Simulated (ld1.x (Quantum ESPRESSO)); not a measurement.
# An all-electron radial function and its pseudo partner (tin)

Columns: radius, all-electron u(r) and pseudo u(r) of the 5s shell (level -10.81 eV) of tin in the configuration [Kr] 4d10 5s2 5p2; LDA (PZ), scalar-relativistic, PAW scheme, ld1.x (Quantum ESPRESSO) 7.5.

```json
{"r (bohr)": "0.152", "all-electron": "0.0284", "pseudo": "0.0770"}
{"r (bohr)": "0.305", "all-electron": "0.1855", "pseudo": "0.1542"}
{"r (bohr)": "0.458", "all-electron": "-0.1593", "pseudo": "0.2311"}
{"r (bohr)": "0.610", "all-electron": "-0.3499", "pseudo": "0.3065"}
{"r (bohr)": "0.762", "all-electron": "-0.2945", "pseudo": "0.3801"}
{"r (bohr)": "0.915", "all-electron": "-0.1025", "pseudo": "0.4515"}
{"r (bohr)": "1.068", "all-electron": "0.1237", "pseudo": "0.5186"}
{"r (bohr)": "1.220", "all-electron": "0.3276", "pseudo": "0.5795"}
{"r (bohr)": "1.372", "all-electron": "0.4894", "pseudo": "0.6328"}
{"r (bohr)": "1.525", "all-electron": "0.6063", "pseudo": "0.6770"}
{"r (bohr)": "1.678", "all-electron": "0.6815", "pseudo": "0.7100"}
{"r (bohr)": "1.830", "all-electron": "0.7221", "pseudo": "0.7303"}
{"r (bohr)": "1.982", "all-electron": "0.7360", "pseudo": "0.7370"}
{"r (bohr)": "2.135", "all-electron": "0.7296", "pseudo": "0.7296"}
{"r (bohr)": "2.288", "all-electron": "0.7085", "pseudo": "0.7085"}
{"r (bohr)": "2.440", "all-electron": "0.6774", "pseudo": "0.6774"}
{"r (bohr)": "2.592", "all-electron": "0.6398", "pseudo": "0.6398"}
{"r (bohr)": "2.745", "all-electron": "0.5981", "pseudo": "0.5981"}
{"r (bohr)": "2.898", "all-electron": "0.5546", "pseudo": "0.5546"}
{"r (bohr)": "3.050", "all-electron": "0.5111", "pseudo": "0.5111"}
{"r (bohr)": "3.202", "all-electron": "0.4684", "pseudo": "0.4684"}
{"r (bohr)": "3.355", "all-electron": "0.4270", "pseudo": "0.4270"}
{"r (bohr)": "3.508", "all-electron": "0.3876", "pseudo": "0.3876"}
{"r (bohr)": "3.660", "all-electron": "0.3509", "pseudo": "0.3509"}
{"r (bohr)": "3.812", "all-electron": "0.3166", "pseudo": "0.3166"}
{"r (bohr)": "3.965", "all-electron": "0.2847", "pseudo": "0.2847"}
```

(1) How many radial nodes do the two functions have?

(2) At about which radius was the pseudo-wave matched?

(3) Where does each function peak?

(4) Is the pseudo-wave norm-conserving?

Results:

(1) The all-electron 5s function has n − l − 1 = 4 (the table is too coarse to show those close to the nucleus); the pseudo-wave has 0, since the states of the same l below it are removed with the core.

(2) 2.15 bohr, where the columns begin to agree (steps of 0.15 bohr).

(3) Outermost all-electron maximum near 1.98 bohr, pseudo maximum near 1.98 bohr (to the table’s step).

(4) No, it belongs to a PAW set: the norm inside the radius is not constrained, and the difference is carried by the augmentation charge.
